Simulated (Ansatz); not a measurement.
Consider the redistribution: `O[Si](O)(O)[TeH]` + `N[SiH2][AlH][SeH]` → `N[SiH2][AlH][TeH]` + `O[Si](O)(O)[SeH]`.

Gas-phase electronic energies from Ansatz, PBE0-D4/def2-TZVP geometries. CCSD(T)/CBS is the MP2 limit (def2-TZVPP, def2-QZVPP) plus CCSD(T) − MP2 in def2-TZVPP, frozen cores. DFT in def2-TZVPP. Elements past krypton have def2 core potentials. For Se, Te outer-core shells are correlated without core-valence functions, which leaves a few kJ/mol of doubt a bond. Scalar relativity is left out up to krypton. Each species was taken in one conformer, which may not be the lowest.

`O[Si](O)(O)[TeH]`:

```xyz
9

O     1.078   -1.270   -0.102
Si    0.019   -0.033   -0.194
O     0.239    0.677   -1.651
O    -1.458   -0.682    0.031
Te    0.339    1.765    1.497
H     2.008   -1.072   -0.221
H    -0.344    1.404   -1.877
H    -1.543   -1.618   -0.166
H    -0.337    0.829    2.684
```

`N[SiH2][AlH][SeH]`:

```xyz
10

N     0.588   -1.594   -1.077
Si   -0.182   -0.055   -1.306
Al   -0.473    1.238    0.771
Se    0.376    0.095    2.614
H     0.091   -2.303   -0.560
H     1.563   -1.604   -0.817
H    -1.506   -0.311   -1.945
H     0.648    0.712   -2.279
H    -1.120    2.664    1.037
H     0.014    1.157    3.562
```

`N[SiH2][AlH][TeH]`:

Cartesian coordinates in Å:
```
N 1.803 -1.214 0.833
Si 1.175 0.041 -0.189
Al -1.281 0.151 -0.422
Te -2.371 2.435 -0.279
H 1.691 -2.173 0.545
H 1.665 -1.135 1.829
H 1.779 -0.153 -1.541
H 1.678 1.335 0.354
H -2.254 -1.091 -0.618
H -3.886 1.803 -0.512
```

`O[Si](O)(O)[SeH]`:

Z-matrix (Å, degrees):
```
Si
O 1 1.628
O 1 1.631 2 107.6
O 1 1.636 2 115.8 3 -117.2
Se 1 2.268 2 102.0 3 123.2
H 2 0.959 1 116.6 3 25.9
H 3 0.959 1 116.8 2 -152.9
H 4 0.959 1 116.5 2 -72.9
H 5 1.469 1 92.2 2 170.8
```

**Question.** Is it downhill or uphill in electronic energy at CCSD(T)/CBS, and by how much? (Estimate.)

**Answer.** The calculation gave: Downhill: ΔE = -1.3 kcal/mol.

**Question.** What do these levels give: ωB97X-V, HF/def2-TZVPP, MP2/def2-TZVPP, CCSD/def2-TZVPP, HF/def2-QZVPP, MP2/CBS(def2)? (Best estimate.)

**Answer.** The calculation gave: ωB97X-V -1.0, HF/def2-TZVPP -2.0, MP2/def2-TZVPP -1.5, CCSD/def2-TZVPP -1.6, HF/def2-QZVPP -1.9, MP2/CBS(def2) -1.2 kcal/mol.

Largest T1 diagnostic among the species: 0.012.
